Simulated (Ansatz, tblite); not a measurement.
Spin states of W₃S₈ (the lowest singlet isomer of a short search), each relaxed with PBE0-D4/def2-SVP in Ansatz. Electronic energies in the gas phase.

In the def2 sets W takes a core potential; there is no spin–orbit coupling. The xTB rows come from tblite. The structure comes from a short search, and lower isomers may exist.

Singlet geometry (Cs within 0.1 Å):

```xyz
11

W     0.1080   -1.3036    1.7352
W    -0.2179    0.1834   -2.1538
W     0.0238    1.4308    0.5455
S    -1.6844   -1.2382   -2.7418
S    -1.3277   -2.8409    1.4307
S     1.5972    2.7805    0.9319
S     1.0769   -0.5332   -0.2936
S    -0.9477    0.6285    2.4786
S     1.6021   -1.9036    3.1209
S     1.0255    0.7325   -3.7863
S    -1.2559    2.0637   -1.2674
```

Triplet geometry (Cs within 0.1 Å):

```xyz
11

W     1.585    1.338   -0.298
W    -1.906   -0.117    0.863
W     0.404   -1.480   -0.637
S    -2.871    1.724    0.428
S     0.707    3.215   -0.758
S     1.232   -3.429   -0.595
S     0.470   -0.063    1.336
S     1.491   -0.129   -2.130
S     3.598    1.574    0.331
S    -2.858   -1.111    2.478
S    -1.851   -1.524   -1.017
```

Quintet geometry:

```
atom   x (Å)   y (Å)   z (Å)
  W1  -1.023   1.631   0.486
  W2   0.097  -1.561  -1.230
  W3   1.294  -0.181   1.178
  S4  -0.811  -0.278  -2.790
  S5  -1.603   1.836  -1.643
  S6   2.181  -0.818   2.997
  S7  -1.008  -0.760   0.752
  S8   1.179   2.122   1.020
  S9  -2.408   2.724   1.668
 S10  -0.205  -3.593  -1.766
 S11   2.307  -1.122  -0.674
```

⟨S²⟩: triplet 2.04 at PBE0-D4/def2-SVP (pure 2.00), quintet 6.05 at PBE0-D4/def2-SVP (pure 6.00).

Run but left out: HF/def2-SVP, MP2/def2-SVP (singlet: restricted singlet, unstable towards broken spin symmetry).

Only these spin states were relaxed. The quintet has other bonds than the singlet, so the gap mixes isomer and spin.

Question: Estimate which spin state lies lowest at each of these levels, and by how much: GFN1-xTB; GFN2-xTB; PBE-D4/def2-SVP; PBE0-D4/def2-SVP.

Answer: 
```json
{"level": "GFN1-xTB", "triplet − singlet (kcal/mol)": "24.8", "quintet − singlet (kcal/mol)": "59.3", "lowest of these": "singlet", "remarks": "–"}
{"level": "GFN2-xTB", "triplet − singlet (kcal/mol)": "8.3", "quintet − singlet (kcal/mol)": "22.3", "lowest of these": "singlet", "remarks": "–"}
{"level": "PBE-D4/def2-SVP", "triplet − singlet (kcal/mol)": "12.8", "quintet − singlet (kcal/mol)": "39.6", "lowest of these": "singlet", "remarks": "–"}
{"level": "PBE0-D4/def2-SVP", "triplet − singlet (kcal/mol)": "10.9", "quintet − singlet (kcal/mol)": "40.8", "lowest of these": "singlet", "remarks": "restricted SCF unstable in HF (singlet)"}
```

The xTB methods have no spin-polarisation term.
